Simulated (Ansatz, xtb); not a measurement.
# C6H3N3: which of two isomers lies lower

Structure a: `N#CCC=C(C#N)C#N`, a singlet. Structure b: `C#Cc1cc(C#N)n[nH]1`, a singlet. Both are isolated molecules in the gas phase, relaxed with B3LYP/def2-SVP; the shapes shown needn't be the lowest conformers.

a (Å):

```csv
atom,x (Å),y (Å),z (Å)
C,-2.6872,2.0625,-1.6659
C,-1.4180,2.2585,-0.9564
C,-0.6937,0.9636,-0.7104
C,0.6261,0.7646,-0.9426
C,1.4734,1.7959,-1.4848
C,1.2479,-0.4994,-0.6445
N,-3.6891,1.8936,-2.2207
N,2.1418,2.6382,-1.9204
N,1.7461,-1.5182,-0.4016
H,-1.6442,2.7322,0.0180
H,-0.7897,2.9703,-1.5151
H,-1.2740,0.1327,-0.2999
```

b (Å):

```xyz
12

C    -1.4304   -1.0622   -2.4993
C    -1.3312   -0.2535   -1.5999
C    -1.2303    0.6926   -0.5477
C    -0.1315    1.2670    0.0837
C    -0.6960    2.1350    1.0534
C     0.0042    2.9717    1.9795
N     0.6021    3.6383    2.7170
N    -2.0362    2.1021    1.0263
N    -2.3303    1.2387    0.0677
H    -1.5108   -1.7786   -3.2962
H     0.9182    1.0846   -0.1263
H    -3.3012    1.0380   -0.1489
```

Quicker runs give these differences E(b) − E(a): GFN2-xTB −17.4 kcal/mol; HF/STO-3G +25.6 kcal/mol (at GFN2-xTB geometries); r2SCAN-D4/def2-SVP +4.7 kcal/mol (at GFN2-xTB geometries).

Question: Which of the two would you expect CCSD(T)/def2-SVP + ΔMP2/def2-TZVPP electronic energies to favour?

Answer: Structure a; the calculation gives E(b) − E(a) = +21.2 kcal/mol.

The same difference at several levels:

| level | geometry | E(b) − E(a) (kcal/mol) | departure from the last row (kcal/mol) | job, with rough time for the two |
| --- | --- | --- | --- | --- |
| GFN2-xTB | GFN2-xTB | −17.4 | −38.7 | optimisation, 0.15 s |
| HF/STO-3G | GFN2-xTB | +25.6 | +4.4 | single point, 0.66 s |
| r2SCAN-D4/def2-SVP | GFN2-xTB | +4.7 | −16.5 | single point, 4.3 s |
| B3LYP/def2-SVP | B3LYP/def2-SVP | +11.5 | −9.7 | optimisation, 43 s |
| HF/def2-SVP | B3LYP/def2-SVP | +28.5 | +7.3 | part of the CCSD(T) run |
| MP2/def2-SVP | B3LYP/def2-SVP | +18.7 | −2.5 | part of the CCSD(T) run |
| CCSD(T)/def2-SVP | B3LYP/def2-SVP | +23.7 | +2.4 | single point |
| CCSD(T)/def2-SVP + ΔMP2/def2-TZVPP | B3LYP/def2-SVP | +21.2 |  | single point, 96 s |

As drawn, b has 1 C≡C, 2 C∷C, 2 C∷N, 1 N∷N, 1 N–H in place of 2 C≡N, 2 C–C, 1 C=C, 1 C–H (∷ is an aromatic bond). Structure a has no ring, b a 5-membered ring (with an aromatic ring).

GFN2-xTB puts the two in the other order. The largest departure from CCSD(T)/def2-SVP + ΔMP2/def2-TZVPP is that of GFN2-xTB, 38.7 kcal/mol. The last row adds to CCSD(T) the change of the MP2 difference between the two basis sets, here −2.4 kcal/mol.

With thermal terms from frequencies at re-optimised GFN2-xTB minima (ideal gas, soft modes damped towards free rotors, one conformer each, 298.15 K, 1 atm): on the last row, ΔE + ΔZPE = +22.3, ΔH = +21.6, ΔG = +23.6 kcal/mol.

The correlated steps freeze 9 core orbitals. Codes used: Ansatz 0.2.0, xtb 6.7.1; the last row on 4 threads of Arm Neoverse V1 on a shared host.
